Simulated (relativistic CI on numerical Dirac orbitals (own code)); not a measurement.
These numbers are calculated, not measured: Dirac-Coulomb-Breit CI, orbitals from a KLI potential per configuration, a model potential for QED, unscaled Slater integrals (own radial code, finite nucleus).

CI space (outside the closed core [Ne]): 3s2 3p6 3d5, 3s2 3p5 3d6, 3s2 3p4 3d7, 3s 3p6 3d6, 3p6 3d7, 3s 3p5 3d7, 3s2 3p6 3d4 4s, 3s2 3p6 3d4 4p, 3s2 3p4 3d6 4s, 3s2 3p6 3d4 4d, 3s2 3p4 3d6 4p, 3s2 3p5 3d5 4s, 3s2 3p6 3d4 4f, 3s 3p5 3d6 4s, 3s2 3p5 3d5 4p, 3s 3p5 3d6 4p, 3p6 3d6 4s, 3s2 3p6 3d3 4s2, 3p6 3d6 4p, 3s2 3p6 3d3 4s 4p, 3s2 3p6 3d4 5s, 3p6 3d5 4s2. Levels of other configurations are missing.

At this charge energies of transitions that change n are usually good to better than 1 %, and those within a shell (Δn = 0) to a few per cent.

Outline of the computed level scheme of Re LIII. Lowest level of each configuration: 3s2 3p6 3d5 2D_5/2 at 0.000 eV; 3s2 3p5 3d6 4G°_11/2 at 385.287 eV.

Some strong electric-dipole decays among the lowest 45 levels: 3s2 3p5 3d6 2D°_5/2 → 3s2 3p6 3d5 2D_5/2 (1.9e+12 s⁻¹); 3s2 3p5 3d6 4D°_7/2 → 3s2 3p6 3d5 2D_5/2 (6.4e+11 s⁻¹); 3s2 3p5 3d6 4D°_7/2 → 3s2 3p6 3d5 2D_5/2 (1.3e+11 s⁻¹); 3s2 3p5 3d6 2P°_1/2 → 3s2 3p6 3d5 4D_3/2 (1.2e+10 s⁻¹); 3s2 3p5 3d6 4G°_11/2 → 3s2 3p6 3d5 2H_11/2 (9.8e+09 s⁻¹); 3s2 3p5 3d6 4F°_9/2 → 3s2 3p6 3d5 4G_7/2 (8.8e+09 s⁻¹); 3s2 3p5 3d6 4D°_7/2 → 3s2 3p6 3d5 2G_9/2 (8.7e+09 s⁻¹); 3s2 3p5 3d6 4G°_11/2 → 3s2 3p6 3d5 2G_9/2 (8.2e+09 s⁻¹).

LS names give the leading component of a level, which can be under half, so a name can repeat, a term be missing and a line seem to break the LS rules.
